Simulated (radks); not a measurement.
All-electron atom: Ru3+ in [Kr] 4d5.

Method: scalar-relativistic Kohn-Sham, PBE, spin-unpolarised, spherical densities, finite nucleus; Fermi nuclear charge, rms radius 4.4809 fm; computed with a radial shooting solver on a logarithmic mesh with Libxc functionals.

Energy parts (Ry):
part                        energy
total                  -9057.23189
kinetic                 9366.00783
electron-nucleus      -21743.65426
Hartree                 3585.03748
exchange-correlation    -264.62294

Orbitals (lengths in bohr, moments of r in powers of bohr; r(max) is where P^2 peaks):
orbital	occ.	eigenvalue (Ry)	<1/r>	<r^2>	r(max)	<r>
1s	2	-1614.935	45.87	0.001510	0.02172	0.03344
2s	2	-234.4466	10.37	0.02501	0.1229	0.1457
2p	6	-210.2493	10.06	0.01969	0.09824	0.1270
3s	2	-43.43608	3.595	0.1856	0.3616	0.4026
3p	6	-35.48323	3.423	0.1888	0.3549	0.4029
3d	10	-22.68865	3.195	0.1766	0.3011	0.3840
4s	2	-8.16370	1.355	1.155	0.9123	1.010
4p	6	-5.93314	1.216	1.403	0.9780	1.108
4d	5	-2.74534	0.9181	2.437	1.168	1.439

The highest occupied level is 4d at -37.352 eV. The electron density at the nucleus is 1.125e+05 e/bohr^3 (large components only). The density falls to 0.001 e/bohr^3 at r = 3.23 bohr.
